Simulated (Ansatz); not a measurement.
Worked example: the interaction energy

The pair of HF (SMILES F, atoms 1–2) and BF3 (SMILES FB(F)F, atoms 3–6), both closed shells, in one local arrangement (a lower one may exist), relaxed at PBE0-D4/def2-TZVP:

```json
{"atom": "F1", "x (Å)": "-0.3288", "y (Å)": "-0.4564", "z (Å)": "-1.5201"}
{"atom": "H2", "x (Å)": "0.3666", "y (Å)": "-0.0594", "z (Å)": "-1.9791"}
{"atom": "F3", "x (Å)": "1.0588", "y (Å)": "0.7872", "z (Å)": "0.4837"}
{"atom": "B4", "x (Å)": "-0.0193", "y (Å)": "0.1178", "z (Å)": "0.8456"}
{"atom": "F5", "x (Å)": "-1.1689", "y (Å)": "0.7419", "z (Å)": "0.9400"}
{"atom": "F6", "x (Å)": "0.0915", "y (Å)": "-1.1312", "z (Å)": "1.2298"}
```

Both fragments are computed in the basis of the whole pair.

Ansatz 0.2.0; basis: def2-TZVPPD and def2-QZVPPD; cores frozen in the correlated methods.

Energies in eV:

| quantity | pair | first fragment | second fragment |
| --- | --- | --- | --- |
| Hartree–Fock, triple zeta (X = 3) | -11521.68037 | -2722.93649 | -8798.62898 |
| Hartree–Fock, quadruple zeta (X = 4) | -11522.17377 | -2723.04558 | -8799.01141 |
| MP2 correlation, X = 3 | -30.29741 | -7.45252 | -22.82755 |
| MP2 correlation, X = 4 | -33.01054 | -8.10679 | -24.87632 |
| CCSD(T) correlation, X = 3 | -31.25943 | -7.69265 | -23.53728 |

Problem. Work out the interaction energy at the basis limit: extrapolate Hartree–Fock as E(X) = E∞ + A exp(−7.88 √X) and the MP2 correlation as E(X) = E∞ + B X^−2.97 (the exponents that Neese and Valeev fitted for def2-TZVPP and QZVPP, reused here for the diffuse sets), then add CCSD(T) − MP2 in triple zeta.

Solution. Each step is linear, so take the differences first (pair − first fragment − second fragment): Hartree–Fock -0.11490 (X = 3) and -0.11678 (X = 4); MP2 correlation -0.01734 and -0.02743; CCSD(T) correlation -0.02950.
Two points give E∞ = E(4) + w [E(4) − E(3)], with w = 1/(exp(7.88 (2 − √3)) − 1) = 0.1377 for Hartree–Fock and w = 1/((4/3)^2.97 − 1) = 0.7407 for the correlation.
Hartree–Fock: -0.11678 + 0.1377 × (-0.00188) = -0.1170 eV.
MP2 correlation: -0.02743 + 0.7407 × (-0.01009) = -0.0349 eV.
CCSD(T) − MP2: -0.02950 − (-0.01734) = -0.0122 eV.
Sum: -0.1170 + (-0.0349) + (-0.0122) = -0.1641 eV, or -3.78 kcal/mol. Plain CCSD(T) in triple zeta gives -0.1444 eV, so the larger basis shifts the result by -0.0197 eV.

T1 diagnostic: at most 0.013.

For scale, one of the runs: CCSD(T)/def2-TZVPPD, 214 basis functions, launched by `ansatz run in.yaml --threads 4 --pin off --events-out ev --progress --plain --max-ram 9574MiB`. Time: 29 s of wall clock on 4 CPU threads of an AMD EPYC 9R45; the host was shared. Peak host memory: 3.6 GiB.
